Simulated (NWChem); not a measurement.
System: CH4BeSe; SMILES [CH3][Be][SeH]

Input file for NWChem:

```
start job
memory heap 200 mb stack 900 mb global 1100 mb
geometry units angstroms noautoz
  Be     0.051371    -1.101742    -0.001846
  C      0.008165    -2.775188     0.000178
  H     -0.722384    -3.174275    -0.725702
  H     -0.258153    -3.189134     0.988459
  H      0.988397    -3.206609    -0.272223
  Se     0.142525     0.940664    -0.004658
  H     -1.329778     1.011123     0.005750
end
basis spherical
  Be library def2-tzvp
  C library def2-tzvp
  H library def2-tzvp
  Se library def2-tzvp
end
dft
  xc scan
  iterations 150
  mulliken
end
task dft energy
```

NWChem printed, in part:

```
             Northwest Computational Chemistry Package (NWChem) 7.3.0
             --------------------------------------------------------

 C1  symmetry detected

                             Geometry "geometry" -> ""
                             -------------------------

 Output coordinates in angstroms (scale by  1.889725989 to convert to a.u.)

  No.       Tag          Charge          X              Y              Z
 ---- ---------------- ---------- -------------- -------------- --------------
    1 Be                   4.0000     0.00859486    -1.15131885     0.00044474
    2 C                    6.0000     0.01764660    -2.82529925     0.00067396
    3 H                    1.0000    -0.69494471    -3.24619026    -0.73072090
    4 H                    1.0000    -0.24258477    -3.24845392     0.98667379
    5 H                    1.0000     1.01276886    -3.22560850    -0.26515556
    6 Se                  34.0000     0.03595210     0.89293913     0.00009559
    7 H                    1.0000    -1.43786978     0.91739300     0.00012976

 Effective nuclear repulsion energy (a.u.)     110.9344449836

                                 NWChem DFT Module
                                 -----------------

 Summary of "ao basis" -> "ao basis" (spherical)
 ------------------------------------------------------------------------------
       Tag                 Description            Shells   Functions and Types
 ---------------- ------------------------------  ------  ---------------------
 Be                        def2-tzvp                 9       19   5s3p1d
 C                         def2-tzvp                11       31   5s3p2d1f
 H                         def2-tzvp                 4        6   3s1p
 Se                        def2-tzvp                16       48   6s5p4d1f

            General Information
            -------------------
          SCF calculation type: DFT
          Wavefunction type:  closed shell.
          No. of atoms     :     7
          No. of electrons :    48
           Alpha electrons :    24
            Beta electrons :    24
          Charge           :     0
          Spin multiplicity:     1
          Use of symmetry is: off; symmetry adaption is: off
          Maximum number of iterations: 150
          AO basis - number of functions:   122
                     number of shells:    52
          Convergence on energy requested:  1.00D-06
          Convergence on density requested:  1.00D-05
          Convergence on gradient requested:  5.00D-04

              XC Information
              --------------
                         SCAN Method XC Functional
                  SCAN metaGGA Exchange Functional  1.000
                        SCAN Correlation Potential  1.000

             Grid Information
             ----------------
          Grid used for XC integration:  medium
          Radial quadrature: Mura-Knowles
          Angular quadrature: Lebedev.
          Tag              B.-S. Rad. Rad. Pts. Rad. Cut. Ang. Pts.
          ---              ---------- --------- --------- ---------
          Be                  1.05       49           9.0       434
          C                   0.70       49          11.0       434
          H                   0.35       45          12.0       434
          Se                  1.15      112          12.0       590
          Grid pruning is: on
          Number of quadrature shells:   390
          Spatial weights used:  Erf1

      Superposition of Atomic Density Guess
      -------------------------------------

 Sum of atomic energies:       -2454.04967144

      Non-variational initial energy
      ------------------------------

 Total energy =   -2455.181883
 1-e energy   =   -3634.916745
 2-e energy   =    1068.800418
 HOMO         =      -0.311168
 LUMO         =       0.001193

     ---------------------------------------------
      Total Density - Mulliken Population Analysis
     ---------------------------------------------

    Atom       Charge   Shell Charges
 -----------   ------   -------------------------------------------------------
    1 Be   4     3.58   1.02  0.96  0.50  0.38  0.02  0.56  0.01  0.05  0.08
    2 C    6     6.75   0.86  1.12  0.56  0.70  0.06  1.33  1.60  0.52  0.01  0.01  0.00
    3 H    1     0.82   0.23  0.43  0.13  0.02
    4 H    1     0.82   0.23  0.43  0.13  0.02
    5 H    1     0.82   0.23  0.43  0.13  0.02
    6 Se  34    34.46   2.00  2.00  1.16  0.78  0.99  0.89  6.00  5.94  1.02  2.45  1.19  8.96  1.04  0.00  0.03  0.00
    7 H    1     0.77   0.18  0.41  0.16  0.02

   convergence    iter        energy       DeltaE   RMS-Dens  Diis-err
 ---------------- ----- ----------------- --------- --------- ---------
 d= 0,ls=0.0,diis     1  -2456.9962007787 -2.57D+03  4.97D-03  5.83D-01
 d= 0,ls=0.0,diis     2  -2457.0166372188 -2.04D-02  2.80D-03  1.92D-01
 d= 0,ls=0.0,diis     3  -2457.0296500418 -1.30D-02  1.25D-03  6.73D-02
 d= 0,ls=0.0,diis     4  -2457.0381239187 -8.47D-03  1.73D-04  4.23D-04
 d= 0,ls=0.0,diis     5  -2457.0381894937 -6.56D-05  4.00D-05  4.59D-05
  Resetting Diis
 d= 0,ls=0.0,diis     6  -2457.0381945168 -5.02D-06  1.18D-05  5.40D-06
 d= 0,ls=0.0,diis     7  -2457.0381950304 -5.14D-07  6.38D-06  3.26D-07

         Total DFT energy =    -2457.038195030407
      One electron energy =    -3638.253535427863
           Coulomb energy =     1167.421568793070
    Exchange-Corr. energy =      -97.140673379193
 Nuclear repulsion energy =      110.934444983580

 Numeric. integr. density =       47.999983956373

                       DFT Final Molecular Orbital Analysis
                       ------------------------------------

 Vector   22  Occ=2.000000D+00  E=-3.020058D-01
              MO Center= -5.5D-03, -5.1D-01,  4.6D-04, r^2= 4.1D+00
   Bfn.  Coefficient  Atom+Function         Bfn.  Coefficient  Atom+Function
  ----- ------------  ---------------      ----- ------------  ---------------
    85      0.293590  6 Se py                 3     -0.247152  1 Be s
     4     -0.219498  1 Be s                 79     -0.208376  6 Se py
    74      0.202141  6 Se s                 26     -0.192038  2 C  py
    82      0.179184  6 Se py                29     -0.170236  2 C  py
    73      0.166664  6 Se s                 88      0.165515  6 Se py

 Vector   23  Occ=2.000000D+00  E=-2.738057D-01
              MO Center=  2.6D-02, -1.2D+00,  4.7D-04, r^2= 4.2D+00
   Bfn.  Coefficient  Atom+Function         Bfn.  Coefficient  Atom+Function
  ----- ------------  ---------------      ----- ------------  ---------------
     7      0.374058  1 Be py                26      0.276541  2 C  py
    85      0.266527  6 Se py                29      0.214262  2 C  py
    79     -0.199018  6 Se py                82      0.181344  6 Se py
    88      0.147708  6 Se py                74      0.137526  6 Se s
    32      0.119820  2 C  py                 4      0.098421  1 Be s

 Vector   24  Occ=2.000000D+00  E=-2.322295D-01
              MO Center= -1.9D-03,  7.0D-01,  7.9D-04, r^2= 2.1D+00
   Bfn.  Coefficient  Atom+Function         Bfn.  Coefficient  Atom+Function
  ----- ------------  ---------------      ----- ------------  ---------------
    86      0.476839  6 Se pz                89      0.321669  6 Se pz
    80     -0.315189  6 Se pz                83      0.279826  6 Se pz
     8     -0.127175  1 Be pz                77      0.096149  6 Se pz
    16      0.047040  1 Be d -1              14      0.044644  1 Be pz
    59     -0.026748  4 H  s

 Vector   25  Occ=0.000000D+00  E=-3.735315D-02
              MO Center=  3.9D-02, -4.8D-01,  4.2D-03, r^2= 4.2D+00
   Bfn.  Coefficient  Atom+Function         Bfn.  Coefficient  Atom+Function
  ----- ------------  ---------------      ----- ------------  ---------------
   119      0.596229  7 H  s                 12      0.477521  1 Be px
     6     -0.452862  1 Be px                 4     -0.405507  1 Be s
     5      0.305272  1 Be s                 65     -0.264573  5 H  s
    74     -0.249828  6 Se s                118      0.221856  7 H  s
    87      0.208060  6 Se px                24      0.154134  2 C  s

 Vector   26  Occ=0.000000D+00  E=-1.225081D-02
              MO Center= -6.8D-01, -7.0D-01,  1.8D-02, r^2= 7.4D+00
   Bfn.  Coefficient  Atom+Function         Bfn.  Coefficient  Atom+Function
  ----- ------------  ---------------      ----- ------------  ---------------
     5      1.240837  1 Be s                  4     -0.675573  1 Be s
   119      0.346551  7 H  s                 12     -0.332663  1 Be px
    87      0.313074  6 Se px                74     -0.247503  6 Se s
    73     -0.237563  6 Se s                  6      0.203135  1 Be px
    84      0.201444  6 Se px                23     -0.176628  2 C  s

 Vector   27  Occ=0.000000D+00  E=-9.390554D-03
              MO Center=  1.4D-02, -9.5D-01, -4.0D-02, r^2= 3.9D+00
   Bfn.  Coefficient  Atom+Function         Bfn.  Coefficient  Atom+Function
  ----- ------------  ---------------      ----- ------------  ---------------
    14      0.663264  1 Be pz                 8     -0.530053  1 Be pz
    89     -0.338016  6 Se pz                59     -0.303084  4 H  s
    53      0.218354  3 H  s                 86     -0.162345  6 Se pz
    83     -0.125241  6 Se pz                80      0.119084  6 Se pz
   106     -0.094710  6 Se d -1              58     -0.091791  4 H  s

     ---------------------------------------------
      Total Density - Mulliken Population Analysis
     ---------------------------------------------

    Atom       Charge   Shell Charges
 -----------   ------   -------------------------------------------------------
    1 Be   4     3.78   1.02  0.95  0.43  0.32 -0.01  0.85  0.01  0.08  0.13
    2 C    6     6.42   0.85  1.12  0.50  0.68  0.03  1.31  1.38  0.54  0.01  0.00  0.00
    3 H    1     0.89   0.26  0.48  0.12  0.03
    4 H    1     0.89   0.26  0.48  0.12  0.03
    5 H    1     0.89   0.26  0.48  0.12  0.03
    6 Se  34    34.23   2.00  2.00  1.17  0.77  1.03  0.86  6.00  5.93  1.09  2.24  1.09  8.92  1.02  0.07  0.04  0.01
    7 H    1     0.89   0.23  0.50  0.14  0.02

     -------------------------------------------
      Total Density - Lowdin Population Analysis
     -------------------------------------------

    Atom       Charge   Shell Charges
 -----------   ------   -------------------------------------------------------
    1 Be   4     4.14   1.03  0.93  0.33  0.24  0.09  0.70  0.01  0.38  0.44
    2 C    6     6.50   0.91  1.04  0.38  0.38  0.19  1.15  1.54  0.80  0.01  0.10  0.01
    3 H    1     0.86   0.25  0.39  0.16  0.07
    4 H    1     0.87   0.25  0.39  0.16  0.07
    5 H    1     0.86   0.25  0.39  0.16  0.07
    6 Se  34    33.84   2.00  2.00  1.14  0.82  0.76  0.69  5.98  5.64  1.37  2.04  1.30  8.52  1.24  0.25  0.08  0.01
    7 H    1     0.92   0.23  0.42  0.22  0.06

     Multipole analysis of the density
     ---------------------------------

     L   x y z        total         alpha         beta         nuclear
     -   - - -        -----         -----         ----         -------
     0   0 0 0     -0.000000    -24.000000    -24.000000     48.000000

     1   1 0 0     -0.195527     -0.097763     -0.097763     -0.000000
     1   0 1 0     -0.351486     -0.175743     -0.175743     -0.000000
     1   0 0 1     -0.002166     -0.001083     -0.001083     -0.000000

     2   2 0 0    -21.501447    -17.323404    -17.323404     13.145361
     2   1 1 0     -0.674875      1.071632      1.071632     -2.818139
     2   1 0 1     -0.000735     -0.000250     -0.000250     -0.000235
     2   0 2 0    -25.402606   -213.827162   -213.827162    402.251718
     2   0 1 1      0.014355     -0.013769     -0.013769      0.041892
     2   0 0 2    -24.692399    -15.163393    -15.163393      5.634388
```

Level: SCAN/def2-TZVP. The geometry was optimised at PBE0/def2-SVP.
